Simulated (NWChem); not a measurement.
Everything below was run with NWChem. System: disulfane (H2S2), charge 0, spin multiplicity 1, at a geometry optimised with PBE0/def2-SVP. Level: RHF/def2-TZVP.

Job file:

```
start mol
memory heap 200 mb stack 800 mb global 1000 mb
geometry units angstroms nocenter noautoz
  S      0.915485     0.485508     0.055298
  S     -0.915485    -0.485508     0.055298
  H      1.536619    -0.268029    -0.884767
  H     -1.536619     0.268029    -0.884767
  symmetry group C2
end
basis spherical
  * library def2-tzvp
end
scf
  rhf
  nopen 0
  maxiter 100
  thresh 1e-7
  semidirect memsize 60000000 filesize 0
end
task scf energy
```

NWChem printed:

```
             Northwest Computational Chemistry Package (NWChem) 7.3.0
             --------------------------------------------------------

                                NWChem Input Module
                                -------------------

 Scaling coordinates for geometry "geometry" by  1.889725989
 (inverse scale =  0.529177249)

 Turning off AUTOSYM since
 SYMMETRY directive was detected!

                             Geometry "geometry" -> ""
                             -------------------------

 Output coordinates in angstroms (scale by  1.889725989 to convert to a.u.)

  No.       Tag          Charge          X              Y              Z
 ---- ---------------- ---------- -------------- -------------- --------------
    1 S                   16.0000     0.91548500     0.48550800     0.05529800
    2 S                   16.0000    -0.91548500    -0.48550800     0.05529800
    3 H                    1.0000     1.53661900    -0.26802900    -0.88476700
    4 H                    1.0000    -1.53661900     0.26802900    -0.88476700

 Effective nuclear repulsion energy (a.u.)      84.4531529072

            Nuclear Dipole moment (a.u.)
            ----------------------------
        X                 Y               Z
 ---------------- ---------------- ----------------
     0.0000000000     0.0000000000     0.0000037795

      Symmetry information
      --------------------

 Group name             C2
 Group number              4
 Group order               2
 No. of unique centers     2

      Symmetry unique atoms

     1    3


 Summary of "ao basis" -> "" (spherical)
 ------------------------------------------------------------------------------
       Tag                 Description            Shells   Functions and Types
 ---------------- ------------------------------  ------  ---------------------
 *                         def2-tzvp                  on all atoms

 Summary of "ao basis" -> "ao basis" (spherical)
 ------------------------------------------------------------------------------
       Tag                 Description            Shells   Functions and Types
[...]
  ----- ------------  ---------------      ----- ------------  ---------------
    16      0.318914  1 S  py                53     -0.318914  2 S  py
    19      0.240031  1 S  py                56     -0.240031  2 S  py
    17     -0.181766  1 S  pz                54     -0.181766  2 S  pz

 Vector   18  Occ=0.000000D+00  E= 9.951484D-02  Symmetry=b
              MO Center=  1.0D-14,  5.4D-15, -3.0D-02, r^2= 4.9D+00
   Bfn.  Coefficient  Atom+Function         Bfn.  Coefficient  Atom+Function
  ----- ------------  ---------------      ----- ------------  ---------------
     5      0.895842  1 S  s                 42     -0.895842  2 S  s
    18     -0.807135  1 S  px                55     -0.807135  2 S  px
    19     -0.458295  1 S  py                56     -0.458295  2 S  py
    15     -0.270489  1 S  px                52     -0.270489  2 S  px
    77     -0.181074  3 H  s                 83      0.181074  4 H  s

 Vector   19  Occ=0.000000D+00  E= 1.266314D-01  Symmetry=a
              MO Center= -4.2D-15,  4.4D-15, -6.3D-01, r^2= 5.7D+00
   Bfn.  Coefficient  Atom+Function         Bfn.  Coefficient  Atom+Function
  ----- ------------  ---------------      ----- ------------  ---------------
    77      1.230927  3 H  s                 83      1.230927  4 H  s
     5     -0.767004  1 S  s                 42     -0.767004  2 S  s
    19      0.433067  1 S  py                56     -0.433067  2 S  py
    20      0.424296  1 S  pz                57      0.424296  2 S  pz
    18     -0.396485  1 S  px                55      0.396485  2 S  px

 Vector   20  Occ=0.000000D+00  E= 1.481058D-01  Symmetry=b
              MO Center=  3.5D-14, -6.5D-14, -5.7D-01, r^2= 5.4D+00
   Bfn.  Coefficient  Atom+Function         Bfn.  Coefficient  Atom+Function
  ----- ------------  ---------------      ----- ------------  ---------------
    77      1.294790  3 H  s                 83     -1.294790  4 H  s
    20      0.632091  1 S  pz                57     -0.632091  2 S  pz
     5     -0.554047  1 S  s                 42      0.554047  2 S  s
    18     -0.544194  1 S  px                55     -0.544194  2 S  px
    19      0.248077  1 S  py                56      0.248077  2 S  py

 center of mass
 --------------
 x =   0.00000000 y =   0.00000000 z =   0.05021148

 moments of inertia (a.u.)
 ------------------
          60.509650779444         -98.530763009352           0.000000000000
         -98.530763009352         214.544512316462           0.000000000000
           0.000000000000           0.000000000000         262.720841849106

  Mulliken analysis of the total density
  --------------------------------------

    Atom       Charge   Shell Charges
 -----------   ------   -------------------------------------------------------
    1 S   16    16.16   2.01  0.49  1.48  1.06  0.80  4.18  1.69  0.86  2.33  1.10  0.04  0.10  0.01
    2 S   16    16.16   2.01  0.49  1.48  1.06  0.80  4.18  1.69  0.86  2.33  1.10  0.04  0.10  0.01
    3 H    1     0.84   0.23  0.50  0.09  0.02
    4 H    1     0.84   0.23  0.50  0.09  0.02

       Multipole analysis of the density wrt the origin
       ------------------------------------------------

     L   x y z        total         open         nuclear
     -   - - -        -----         ----         -------
     0   0 0 0     -0.000000      0.000000     34.000000

     1   1 0 0      0.000000      0.000000      0.000000
     1   0 1 0      0.000000      0.000000      0.000000
     1   0 0 1     -0.516067      0.000000      0.000004

     2   2 0 0    -18.239999      0.000000    112.638528
     2   1 1 0     -0.753264      0.000000     47.850449
     2   1 0 1      0.000000      0.000000      0.000000
     2   0 2 0    -21.375140      0.000000     27.449542
     2   0 1 1      0.000000      0.000000      0.000000
     2   0 0 2    -20.267619      0.000000      5.940384

 Task  times  cpu:        2.0s     wall:        2.0s

 Total times  cpu:        2.0s     wall:        2.0s
```
